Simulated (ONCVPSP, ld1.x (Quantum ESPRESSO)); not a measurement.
## Potentials for aluminium (Al) compared

Generated with ld1.x 7.5 (TM, RRKJ, ultrasoft, PAW), atompaw 4.2 or ONCVPSP 4.0.1. The cutoff is in Ry: for ld1.x and atompaw files where the sum of valence levels is converged to 10 mRy in a Bessel basis, for ONCV files where the hardest occupied wave has 1 mHa per electron of residual kinetic energy. The error is the largest all-electron minus pseudo excitation energy over each file’s own four to seven test configurations (ionisations up to +4, promotions, holes and added fractions of an electron), all of which were solved. The labels leave out finer settings (local radius, basis sizes, second energies), which also bear on the numbers. Spin-polarised tests are not counted. The rows are a selection from randomly drawn settings: files with unsolved tests, undetermined cutoffs or missed reference levels are left out.

A true bound ghost makes a file unfit for plane-wave use even where its test errors are small: the radial tests pick states by their node count and pass the ghost by.

| potential | cutoff (Ry) | largest error (meV) | bound ghosts |
| --- | --- | --- | --- |
| ultrasoft, PBE, fully relativistic, rc 2.40/3.40/2.75 (spd), local smoothed, core correction no, reference 3s1.5 3p1.5 | 6 | +40 | none |
| ONCV, PBEsol, scalar-relativistic, rc 1.95/1.85/2.00 (spd), local smoothed, core correction yes, reference 3s2 3p1, qcut 2.4/4.9/5.3, projectors 1/1/1 | 35 | -24 | none |
| TM, LDA (PZ), scalar-relativistic, rc 1.60/2.40 (sp), local p, core correction yes, reference 3s2 3p0.5 | 21 | -13 | none |

(1) Fill in the row for Al: TM, PBEsol, scalar-relativistic, rc 1.60/2.45 (sp), local s, core correction no, reference 3s2 3p1.

(2) Fill in the row for Al: ONCV, PBE, scalar-relativistic, rc 1.60/1.30 (sp), local smoothed, core correction yes, reference 3s2, qcut 3.9/6.1, projectors 2/2.

(3) Fill in the row for Al: RRKJ, PBE, non-relativistic, rc 2.25/2.00/2.30 (spd), local p, core correction no, reference 3s2 3p1.

## Answers

(1) cutoff 18 Ry, largest error +24 meV, bound ghosts: none.

(2) cutoff 12 Ry, largest error -23 meV, bound ghosts: s, p.

(3) cutoff 12 Ry, largest error +40 meV, bound ghosts: none.
